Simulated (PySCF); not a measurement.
C9H9FO2.
Geometry (PBE0-D3(BJ)/def2-SVP, Å), atoms numbered from 1 in this order:
```xyz
21
C9H9FO2 angstrom
C      3.5092    0.0423   -0.4986
C      2.7975    0.0921    0.8341
O      1.4132    0.4050    0.6800
C      0.5986   -0.6031    0.3796
O      0.9666   -1.7456    0.2476
C     -0.8250   -0.1902    0.2195
C     -1.7358   -1.1986   -0.1280
C     -3.0858   -0.9302   -0.3057
C     -3.5551    0.3736   -0.1353
C     -2.6750    1.3933    0.2102
C     -1.3235    1.1097    0.3845
F     -0.5284    2.1168    0.7144
H      4.5891   -0.1012   -0.3427
H      3.3627    0.9806   -1.0540
H      3.1365   -0.7936   -1.1072
H      2.8900   -0.8669    1.3656
H      3.1937    0.8952    1.4706
H     -1.3320   -2.2054   -0.2519
H     -3.7733   -1.7336   -0.5766
H     -4.6150    0.6008   -0.2716
H     -3.0114    2.4219    0.3517
```

The closed-shell ground state was solved at several levels (PySCF, density fitting, gas phase, non-relativistic).

```
              level  basis functions  HOMO (eV)  LUMO (eV)  gap (eV)  dipole (D)
  mPW1PW91/pcSseg-2              558      -7.46      -1.54      5.92        1.36
CAM-B3LYP/def2-SVPD              321      -8.70      -0.50      8.20        1.35
      PBE0/pcSseg-1              249      -7.47      -1.50      5.97        1.26
```

Question: Estimate the row for B3LYP/pcJ-1, a basis of 414 functions; the other rows only guide the guess.

Answer: HOMO -7.23 eV, LUMO -1.66 eV, gap 5.57 eV, dipole 1.29 D.

Question: Over all these levels, which gives the widest orbital gap and which the narrowest?

Answer: CAM-B3LYP/def2-SVPD (range-separated hybrid) has the widest, 8.20 eV, and B3LYP/pcJ-1 (global hybrid, 20 % exact exchange) the narrowest, 5.57 eV. Functional and basis both differ between the two, so the spread mixes both effects.

Question: How far do the dipole and the HOMO energy spread over the levels?

Answer: The dipole runs from 1.26 to 1.36 D (mean 1.32 D) and the HOMO from -8.70 to -7.23 eV.

One conformer stands for the species.
